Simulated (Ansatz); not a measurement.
Species: CH5GeO, charge 0, multiplicity 2. It need not be the lowest isomer of its formula. 
Coordinates optimised at B3LYP-D3(BJ)/def2-TZVP (Ansatz, an electronic-structure program):
SMILES: [CH2][O][GeH3]
```xyz
8

C     -2.0513     0.0176     0.2377
O     -0.8694    -0.5840     0.5121
Ge     0.6611     0.0998    -0.1635
H     -2.0780     1.0898     0.0690
H     -2.9245    -0.5063     0.6010
H      0.6808     1.6046     0.1598
H      1.7623    -0.6773     0.5614
H      0.6675    -0.1386    -1.6819
```
Charge 0, spin multiplicity 2.

Basis-set convergence of Hartree-Fock and CCSD correlation energies (hartree) with Ansatz. Cores are frozen in the correlated levels unless marked. UHF or UKS for open shells. Spin-orbit coupling is left out. Frozen are the shells of the preceding noble gas and the d and f shells that filled before the atom's block. Non-relativistic.

| basis | functions | E(HF) | E(corr, CCSD) |
|---|---|---|---|
| aug-cc-pVDZ | 127 | -2190.94276 | -0.46952 |
| aug-cc-pVTZ | 266 | -2191.04774 | -0.55333 |
| aug-cc-pVQZ | 483 | -2191.05912 | -0.57931 |

Extrapolating the two largest sets (X = 3 and 4) as X^-3: E(corr) = (64·(-0.57931) - 27·(-0.55333))/37 = -0.5983 Eh, an estimate of the basis-set limit. The largest set recovers 96.8 % of it, the smallest 78.5 %.
